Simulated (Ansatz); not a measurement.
A geometry optimisation of H7NOSi2Zn with PBE0-D4/def2-SVP

The starting geometry of this gas-phase triplet was optimised with GFN2-xTB.

```xyz
12

N    -0.1189    0.0199    0.5567
O     0.5721    2.0720   -0.5944
Si   -1.1078   -1.2572    1.1169
Si    0.5662    0.3768   -1.0180
Zn    0.5831    1.7273    1.5716
H     0.7170    2.6928   -1.3094
H    -1.8602   -1.8523    0.0084
H    -0.2777   -2.2844    1.7611
H    -2.0112   -0.6554    2.1100
H     2.0277    0.3993   -1.3164
H    -0.4935    0.4666   -2.0362
H     0.6380   -1.2170   -1.1506
```

**Question.** Where would you expect an optimisation with PBE0-D4/def2-SVP to take it?

**Answer.** It loosens into H6NOSi2Zn + H, which stay close as a complex. Contacts that open: Si4–H12 (1.60 → 3.15 Å).

The energy falls by 0.57 eV over 28 steps:

```tsv
step	E − E(last) (eV)
1	0.570
4	0.156
7	0.136
10	0.118
13	0.049
16	0.018
19	0.002
22	0.000
25	0.000
28	0.000
```

Final geometry (Å):

```yaml
atoms:
  - { symbol: N, position_ang: [-0.2706, 0.2759, 0.5375] }
  - { symbol: O, position_ang: [0.6226, 2.3730, -0.5961] }
  - { symbol: Si, position_ang: [-0.9854, -1.1708, 1.1351] }
  - { symbol: Si, position_ang: [0.5079, 0.6907, -0.9093] }
  - { symbol: Zn, position_ang: [-0.2918, 1.9994, 1.4471] }
  - { symbol: H, position_ang: [1.2605, 2.9323, -1.0489] }
  - { symbol: H, position_ang: [-2.0026, -1.7554, 0.1975] }
  - { symbol: H, position_ang: [0.0123, -2.2592, 1.4086] }
  - { symbol: H, position_ang: [-1.6818, -0.8737, 2.4287] }
  - { symbol: H, position_ang: [1.9008, 0.1830, -1.1279] }
  - { symbol: H, position_ang: [-0.2627, 0.4707, -2.1724] }
  - { symbol: H, position_ang: [0.4255, -2.3774, -1.6003] }
```

No frequencies were run, so the end isn't proven a minimum. Open shells are spin-unrestricted. The triplet needn't be the ground state. Run with Ansatz 0.2.0, 5.8 min on 2 threads of Arm Neoverse V1, on a shared host.
